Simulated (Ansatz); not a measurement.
Ag9S5. The state is a doublet with charge 0. Geometry PBE-D4/def2-SVP; atoms count from 1.

```xyz
14

Ag   -1.3392   -0.1083   -1.3077
Ag    2.1270   -1.8032    0.8641
Ag    0.8612    1.4430    0.3181
Ag   -2.8658    0.6921    0.9803
Ag    1.4663   -0.5218   -1.8217
Ag    3.4255    0.4962    0.2418
Ag   -1.4842    2.7021   -0.6934
Ag   -0.4137   -0.7399    1.7339
Ag   -0.2984   -2.6429   -0.5532
S    -2.3531   -1.6604    0.4805
S     1.8164    0.2564    2.3023
S     0.2891    1.7033   -2.1000
S    -3.2363    3.0386    0.8775
S     2.0052   -2.8553   -1.3225
```

In the def2 sets Ag takes a core potential; there is no spin–orbit coupling. Single mean-field runs in def2-TZVP are fitted with def2-universal-jkfit. The structure comes from a short search, and lower isomers may exist.

Question: Estimate the Mulliken populations from the PBE0/def2-TZVP orbitals of Ansatz.

Answer: 
| atom | charge (e) | spin (α − β) | d electrons |
| --- | --- | --- | --- |
| Ag1 | 0.70 | 0.00 | 9.83 |
| Ag2 | 0.51 | 0.00 | 9.79 |
| Ag3 | 0.32 | 0.00 | 9.80 |
| Ag4 | 0.02 | 0.01 | 9.78 |
| Ag5 | 0.20 | 0.00 | 9.79 |
| Ag6 | 0.04 | 0.00 | 9.93 |
| Ag7 | 0.21 | 0.01 | 9.78 |
| Ag8 | 0.27 | 0.00 | 9.81 |
| Ag9 | -0.03 | 0.00 | 9.81 |
| S10 | -0.49 | 0.02 | – |
| S11 | -0.48 | 0.00 | – |
| S12 | -0.47 | 0.01 | – |
| S13 | -0.29 | 0.94 | – |
| S14 | -0.51 | 0.00 | – |
Mulliken values depend strongly on the basis.

Question: Where does the spin sit?

Answer: Summed by element: Ag 0.02, S 0.98, of 1 unpaired in all. Largest on single atoms: S13 0.94, S10 0.02, Ag4 0.01.

Question: And the Mayer bond orders between heavy atoms (over 0.3)?

Answer: Ag1–S12 0.32 (2.56 Å); Ag2–S11 0.42 (2.53 Å); Ag2–S14 0.56 (2.43 Å); Ag3–S11 0.51 (2.50 Å); Ag3–S12 0.46 (2.50 Å); Ag4–S10 0.74 (2.46 Å); Ag4–S13 0.72 (2.38 Å); Ag5–S12 0.57 (2.53 Å); Ag5–S14 0.63 (2.45 Å); Ag6–S11 0.64 (2.63 Å); Ag7–S12 0.70 (2.47 Å); Ag7–S13 0.66 (2.38 Å); Ag8–S10 0.44 (2.49 Å); Ag8–S11 0.54 (2.51 Å); Ag9–S10 0.64 (2.50 Å); Ag9–S14 0.72 (2.44 Å).
